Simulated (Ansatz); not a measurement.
PSbSbSb tetrahedron (Sb₃P). Total charge 0; singlet. Geometry r2SCAN-D4/def2-SVP, basis def2-TZVP, Ansatz.

```
atom   x (Å)   y (Å)   z (Å)
  P1   0.567  -0.122   1.373
 Sb2  -1.695   0.023   0.162
 Sb3   0.534  -1.356  -0.880
 Sb4   0.594   1.455  -0.655
```

```tsv
run	HOMO (eV)	LUMO (eV)
A	-8.17	0.01
B	-6.57	-1.53
C	-5.81	-2.10
D	-5.36	-2.06
E	-5.57	-2.19
F	-8.06	0.99
```

In the def2 sets Sb takes a core potential; there is no spin–orbit coupling.

Task: The runs used BLYP, HF, PBE, r2SCAN, r2SCAN0, ωB97M-V. Estimate which is which.

Result: A ωB97M-V (range-separated); B r2SCAN0 (25 % exact exchange); C r2SCAN (0 % exact exchange); D BLYP (0 % exact exchange); E PBE (0 % exact exchange); F HF (100 % exact exchange). Exact exchange lowers occupied and raises empty levels; among semilocal functionals meta-GGAs tend to open the gap a little, and such runs are hard to tell apart. The gap grows from 3.30 eV (BLYP) to 9.05 eV (HF).
